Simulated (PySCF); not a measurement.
**Electronic structure of Mn⁺ (manganese, charge +1) at the UHF level**

Configuration: [Ar] 3d4 4s2, high-spin 5D determinant (an excited configuration). All numbers are calculated (PySCF 2.14, the non-relativistic Hamiltonian (point nucleus), in aug-cc-pVTZ with one added diffuse shell each of s, p, d, f, g type (9s8p6d4f3g, 118 functions)).

- Total energy: -1149.376228 hartree
- One-electron energy: -1571.7464 hartree
- Hartree (Coulomb) energy: 472.8746 hartree
- Exchange energy: -50.5045 hartree
- Kinetic energy: 1149.51722 hartree
- ⟨S²⟩: 6.0060
- ⟨L²⟩: 6.052
- Sum of ⟨r⟩: 19.02 bohr
- Sum of ⟨r²⟩: 31.18 bohr²
- Traceless quadrupole moment −½Σ⟨3z² − r²⟩ along its main axis: -0.424 e·bohr²
- Density at the nucleus (Gaussians lack the cusp): 10500 bohr⁻³
- Spin density at the nucleus: 0.989 bohr⁻³
- Langevin diamagnetic susceptibility: -24.7 ×10⁻⁶ cm³/mol

```json
{"shell": "1s α", "electrons": "1", "mean orbital energy (hartree)": "-241.11365", "spread (hartree)": "0", "rms radius, mean of both spins (bohr)": "0.0713"}
{"shell": "1s β", "electrons": "1", "mean orbital energy (hartree)": "-241.11061", "spread (hartree)": "0", "rms radius, mean of both spins (bohr)": "0.0713"}
{"shell": "2s α", "electrons": "1", "mean orbital energy (hartree)": "-29.78390", "spread (hartree)": "0", "rms radius, mean of both spins (bohr)": "0.305"}
{"shell": "2s β", "electrons": "1", "mean orbital energy (hartree)": "-29.66185", "spread (hartree)": "0", "rms radius, mean of both spins (bohr)": "0.305"}
{"shell": "2p α", "electrons": "3", "mean orbital energy (hartree)": "-25.48084", "spread (hartree)": "0.00071", "rms radius, mean of both spins (bohr)": "0.274"}
{"shell": "2p β", "electrons": "3", "mean orbital energy (hartree)": "-25.36055", "spread (hartree)": "0.03441", "rms radius, mean of both spins (bohr)": "0.274"}
{"shell": "3s α", "electrons": "1", "mean orbital energy (hartree)": "-4.55920", "spread (hartree)": "0", "rms radius, mean of both spins (bohr)": "0.913"}
{"shell": "3s β", "electrons": "1", "mean orbital energy (hartree)": "-4.21001", "spread (hartree)": "0", "rms radius, mean of both spins (bohr)": "0.913"}
{"shell": "3p α", "electrons": "3", "mean orbital energy (hartree)": "-3.23814", "spread (hartree)": "0.05521", "rms radius, mean of both spins (bohr)": "0.974"}
{"shell": "3p β", "electrons": "3", "mean orbital energy (hartree)": "-2.81520", "spread (hartree)": "0.08399", "rms radius, mean of both spins (bohr)": "0.974"}
{"shell": "3d α", "electrons": "4", "mean orbital energy (hartree)": "-1.18339", "spread (hartree)": "0.07054", "rms radius, mean of both spins (bohr)": "1.17"}
{"shell": "4s α", "electrons": "1", "mean orbital energy (hartree)": "-0.59346", "spread (hartree)": "0", "rms radius, mean of both spins (bohr)": "2.98"}
{"shell": "4s β", "electrons": "1", "mean orbital energy (hartree)": "-0.55555", "spread (hartree)": "0", "rms radius, mean of both spins (bohr)": "2.98"}
```

Spin-orbit constants ζ (cm⁻¹) from the X2C one-electron operator on these orbitals (non-relativistic here): bare nucleus, nucleus screened by l(l+1)(2l+1)/3 electrons, and screened by the Breit-Pauli mean field of the electrons.

```
shell   bare  screened nucleus  mean field
   2p  57130             52560         n/a
   3p   7000              6440         n/a
   3d  685.2             411.1         n/a
```

To first order the Landé constant is A = 102.8 cm⁻¹, so the lowest level has J = 0 and lies 0.0765 eV below the centre of the term. This holds in LS coupling only.
